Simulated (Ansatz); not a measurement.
Worked example: GeH(NH2) + N2H4 → Ge(NH2)2 + NH3

Species: GeH(NH2), singlet; N2H4 (hydrazine) `NN`, singlet; Ge(NH2)2, singlet; NH3 `N`, singlet. The partners trade H for NH2: Ge–H and N–NH2 bonds give way to Ge–NH2 and N–H.

Shapes, held fixed at every level: PBE0-D4/def2-TZVP. Flexible molecules stand in one conformer, not always the lowest. Programs: Ansatz 0.2.0. The zero-point and thermal change to 298 K, harmonic and unscaled (PBE0-D4/def2-TZVP), is +1.1 kJ/mol.

At CCSD(T)/def2-TZVPP; 1 Eh = 2625.50 kJ/mol:

| species | energy (Eh) |
| --- | --- |
| GeH(NH2) | -2132.067765 |
| N2H4 | -111.702783 |
| Ge(NH2)2 | -2187.385772 |
| NH3 | -56.475945 |

Question: Work out ΔH(298 K) of the reaction at this level.

Answer: 
1. Products less reactants: (-2187.385772) + (-56.475945) − [(-2132.067765) + (-111.702783)] = -0.091169 Eh = -239.4 kJ/mol.
2. With the thermal change: -239.4 + (+1.1) = -238.3 kJ/mol.

Other levels give -240.6 (r2SCAN-D4/def2-TZVPP) to -213.9 kJ/mol (HF/def2-SVP). No measured value is set beside it here. Relativity is left out for Ge. Outer-core shells of Ge are correlated in most correlated rows, in sets that cover them unevenly.
